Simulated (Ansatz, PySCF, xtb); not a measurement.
Gas-phase reaction R1 + R2 → P1 + P2, each structure at its B3LYP-D3(BJ)/def2-TZVP stationary point, reached from a drawn start (curvature not checked).
P1, CH4 (SMILES C) (charge 0, multiplicity 1):
```xyz
5

C      0.000     0.000     0.000
H      0.629     0.629     0.629
H     -0.629    -0.629     0.629
H      0.629    -0.629    -0.629
H     -0.629     0.629    -0.629
```
R1, H2 (SMILES [H][H]) (charge 0, multiplicity 1):
```xyz
2

H      0.00000     0.00000     0.37199
H      0.00000     0.00000    -0.37199
```
P2: SiH4 (SMILES [SiH4]), charge 0, multiplicity 1.
R2: CH6Si (SMILES C[SiH3]), charge 0, multiplicity 1.

P less R. No zero-point or thermal terms.

Frozen-core correlation throughout.

Programs: Ansatz (Gaussian basis) for Hartree–Fock, density functionals and correlated methods; PySCF for the D3/D4 terms; xtb for the GFN methods. No computed number here is a measurement.

Problem. One of these levels gives -8.78 kcal/mol for the reaction energy. Which?
A. CCSD/cc-pV(T+d)Z
B. CAM-B3LYP/def2-TZVPP
C. r2SCAN-D4/def2-TZVPP
D. GFN2-xTB

Solution. B, CAM-B3LYP/def2-TZVPP. The others give -23.41 (GFN2-xTB), -6.33 (r2SCAN-D4/def2-TZVPP), -8.07 (CCSD/cc-pV(T+d)Z)

Ansatz is an electronic-structure program.
